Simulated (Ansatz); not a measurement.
Ansatz (a first-principles code) input (SVWN5/def2-TZVP):

Ansatz 0.2 input:
```yaml
crystal:
  periodic: [false, false, false]
  atoms:
    - {symbol: Na, position_ang: [-0.00000000, -0.00000000, -2.00393820]}
    - {symbol: Na, position_ang: [0.00000000, 0.00000000, 2.00393820]}
basis:
  gaussian:
    orbitals: def2-TZVP
hamiltonian:
  xc: {name: SVWN5}
total_charge: 1
magnetization: {spin_polarized: true, initial_magnetization: 1}
relax: {f_tol: 0.003, max_steps: 100}
```

Output:

```
Functional definition: SVWN5
integrals: 0.02 GiB planned
554 factors; their error is unknown
mean field: 0.14 GiB planned
mean field evaluation 1: about -8781.1452 eV, gradient 5.3e0 eV
mean field evaluation 2: about -8781.1689 eV, gradient 4.2e0 eV
mean field evaluation 4: about -8781.2068 eV, gradient 2.2e-2 eV
mean field evaluation 8: about -8781.1964 eV, gradient 7.2e-5 eV
mean field -8781.19637178 eV, -322.7030145544 hartree, gradient 3.8e-6 eV, S^2 0.750038; 0 other end points of the search recorded, 0 dependent functions left out
the calculation of the forces begins
reference -8781.19641229 eV, -322.7030160431 hartree; 11, 10 occupied and 53, 54 virtual orbitals, 554 factors
relax step   1: F+E_penalty+E_count = -8781.19637178 eV  Δ(F+E_penalty+E_count) = +0.000e0 eV  max|allowed force component| = 1.394e-1 eV/Å  Δτ_max = 0.0000 Å  (22 SCF iters, accepted)
these checks for a lower state are left out or cut short: starts, cluster_reference, orbital_swaps, neighbouring_geometries, increment
integrals: 0.02 GiB planned
554 factors; their error is unknown
mean field: 0.14 GiB planned
mean field evaluation 16: about -8781.1992 eV, gradient 2.3e-5 eV
mean field -8781.19917567 eV, -322.7031175953 hartree, gradient 2.9e-5 eV, S^2 0.750038; 0 other end points of the search recorded, 0 dependent functions left out
the calculation of the forces begins
reference -8781.19921635 eV, -322.7031190904 hartree; 11, 10 occupied and 53, 54 virtual orbitals, 554 factors
relax step   2: F+E_penalty+E_count = -8781.19917567 eV  Δ(F+E_penalty+E_count) = -2.804e-3 eV  max|allowed force component| = 1.355e-1 eV/Å  Δτ_max = 0.0102 Å  (17 SCF iters, accepted)
these checks for a lower state are left out or cut short: starts, cluster_reference, orbital_swaps, neighbouring_geometries, increment
integrals: 0.02 GiB planned
554 factors; their error is unknown
mean field: 0.15 GiB planned
mean field -8781.23087519 eV, -322.7042825312 hartree, gradient 2.8e-5 eV, S^2 0.750044; 0 other end points of the search recorded, 0 dependent functions left out
the calculation of the forces begins
reference -8781.23092003 eV, -322.7042841789 hartree; 11, 10 occupied and 53, 54 virtual orbitals, 554 factors
relax step   3: F+E_penalty+E_count = -8781.23087519 eV  Δ(F+E_penalty+E_count) = -3.170e-2 eV  max|allowed force component| = 9.349e-3 eV/Å  Δτ_max = 0.1950 Å  (22 SCF iters, accepted)
these checks for a lower state are left out or cut short: starts, cluster_reference, orbital_swaps, neighbouring_geometries, increment
integrals: 0.02 GiB planned
554 factors; their error is unknown
mean field: 0.15 GiB planned
mean field -8781.23094379 eV, -322.7042850523 hartree, gradient 2.7e-5 eV, S^2 0.750044; 0 other end points of the search recorded, 0 dependent functions left out
the calculation of the forces begins
reference -8781.23098899 eV, -322.7042867133 hartree; 11, 10 occupied and 53, 54 virtual orbitals, 554 factors
relax step   4: F+E_penalty+E_count = -8781.23094379 eV  Δ(F+E_penalty+E_count) = -6.860e-5 eV  max|allowed force component| = 4.733e-3 eV/Å  Δτ_max = 0.0145 Å  (22 SCF iters, accepted)
these checks for a lower state are left out or cut short: starts, cluster_reference, orbital_swaps, neighbouring_geometries, increment
integrals: 0.02 GiB planned
554 factors; their error is unknown
mean field: 0.15 GiB planned
mean field evaluation 32: about -8781.2310 eV, gradient 5.9e-2 eV
mean field -8781.23096629 eV, -322.7042858791 hartree, gradient 1.0e-5 eV, S^2 0.750044; 0 other end points of the search recorded, 0 dependent functions left out
the calculation of the forces begins
reference -8781.23101137 eV, -322.7042875356 hartree; 11, 10 occupied and 53, 54 virtual orbitals, 554 factors
relax step   5: F+E_penalty+E_count = -8781.23096629 eV  Δ(F+E_penalty+E_count) = -2.250e-5 eV  max|allowed force component| = 8.824e-5 eV/Å  Δτ_max = 0.0049 Å  (18 SCF iters, accepted)
integrals: 0.02 GiB planned
554 factors; their error is unknown
mean field: 0.15 GiB planned
mean field -8781.23096629 eV, -322.7042858791 hartree, gradient 1.0e-5 eV, S^2 0.750044; 1 other end points of the search recorded, 0 dependent functions left out
the calculation of the forces begins
reference -8781.23101137 eV, -322.7042875356 hartree; 11, 10 occupied and 53, 54 virtual orbitals, 554 factors
Total energy: -8781.23101137 eV, -322.7042875356 hartree
Atom 0 at     0.000000     0.000000    -1.789143 Å, force    -0.000000     0.000000     0.000088 eV/Å
Atom 1 at    -0.000000    -0.000000     1.789143 Å, force     0.000000    -0.000000    -0.000088 eV/Å
Dipole moment:     0.000000     0.000000     0.000000 e Å
```
